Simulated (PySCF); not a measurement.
Field gradients at the hydrogen positions

C4H6F4O.
Cartesian coordinates in Å at the GFN2-xTB level; atoms count from 1:
```
atom  x, y, z in Å
C1    -1.8040    0.8186   -0.2420
C2    -1.2972   -0.6035   -0.0911
F3    -1.9216   -1.4166   -1.0103
C4     0.2111   -0.7084   -0.3486
F5     0.6691   -1.9396    0.0533
O6     0.8630    0.2688    0.3957
C7     2.2136    0.3415    0.2050
F8     2.6968    1.2293    1.0728
F9     2.4974    0.8114   -1.0339
H10   -2.8817    0.8321   -0.1034
H11   -1.3331    1.4530    0.5012
H12   -1.5726    1.1936   -1.2360
H13   -1.5218   -1.0191    0.8981
H14    0.4318   -0.6348   -1.4255
H15    2.7448   -0.6185    0.3315
```

Level: PBE0/pcSseg-1 (PySCF, non-relativistic); Q(2H) = 0.00286 b; rigid geometry, the same for H and D, with no vibrational averaging.

Question: Rank these positions by the coupling χzz of a deuteron there, largest first.
A. H15 (methine hydrogen)
B. H13 (methine hydrogen)
C. H14 (methine hydrogen)
D. H10 (methyl hydrogen)

Answer: D (211 kHz), B (189 kHz), C (177 kHz), A (171 kHz).

Q: Tabulate Vzz, the asymmetry η and χzz = 234.96 MHz × Q × Vzz for every hydrogen position.

A: 
| atom | bonded to | bond length (Å) | Vzz (au) | η | χzz (kHz) |
| --- | --- | --- | --- | --- | --- |
| H10 | C1 | 1.087 | 0.3142 | 0.03 | 211 |
| H11 | C1 | 1.085 | 0.3142 | 0.03 | 211 |
| H12 | C1 | 1.087 | 0.3123 | 0.04 | 210 |
| H13 | C2 | 1.096 | 0.2811 | 0.05 | 189 |
| H14 | C4 | 1.102 | 0.2636 | 0.02 | 177 |
| H15 | C7 | 1.104 | 0.2543 | 0.02 | 171 |

Q: How does χzz go with the bond length over the 6 C–H bonds?

A: A straight-line fit has a slope of -21.7 kHz for each 0.01 Å, with a correlation coefficient of -1.00, over lengths from 1.085 to 1.104 Å. The longer bonds have the smaller couplings here.

One conformer (not necessarily the lowest) at the GFN2-xTB geometry, without solvent, vibrations or thermal averaging. GFN2-xTB bond lengths can be off by several hundredths of an ångström, more for odd bonds, and the gradients follow them. The small basis limits the accuracy of the gradients.
